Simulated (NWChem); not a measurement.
BeGeH4; SMILES [BeH][GeH3]

```xyz
6

Be    -0.0003    -1.8560     0.0021
H     -0.0007    -3.1958     0.0029
Ge    -0.0013     0.3541     0.0006
H      1.0930     0.9515    -0.9131
H     -1.3406     0.9485    -0.4919
H      0.2410     0.9524     1.4051
```
Atoms are numbered in this order, from 1.

The geometry was optimised at PBE0/def2-SVP.

### Question
Give the principal values of the shielding tensors (ppm) of Be1, Ge3 from PBE0/pcSseg-2, GIAO (NWChem), with their diamagnetic and paramagnetic parts as GIAO splits them.

### Answer
```csv
atom,σ11,σ22,σ33,isotropic,diamagnetic,paramagnetic
Be1,24.0,24.0,153.4,67.2,143.8,-76.7
Ge3,1730.6,1793.1,1793.3,1772.3,2757.1,-984.8
```
